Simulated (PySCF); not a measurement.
Radial density of Xe³⁺ (xenon, charge +3)

M06, [Kr] 4d10 5s2 5p3, high-spin 4S determinant. Computed with PySCF 2.14 in aug-cc-pwCVTZ-DK3, with the spin-free X2C one-electron Hamiltonian (Gaussian nucleus).

```
r (bohr)  4πr²ρ (e/bohr)  4πr²(ρα − ρβ)
  0.0249           66.59         0.0310
  0.0419           62.58         0.0826
  0.0705           88.11         0.0862
   0.119           75.23        -0.0023
   0.199           72.53         0.1949
   0.335           52.08         0.0055
   0.564           27.29         0.4830
   0.949           19.04        -0.0238
    1.60           5.138         1.9509
    2.69           1.207         0.8511
    4.52         0.01705         0.0157
    7.60       1.275e-05         0.0000
```

Densities and radii are taken from the X2C orbitals without a picture-change correction, which distorts them close to the nucleus.

**Question.** Where is the radial spin density 4πr²(ρα − ρβ) most negative, and why is it negative at all?

**Answer.** Around r = 0.949 bohr, down to -0.0238 e/bohr: exchange with the open shell polarises the paired shells in an unrestricted calculation.
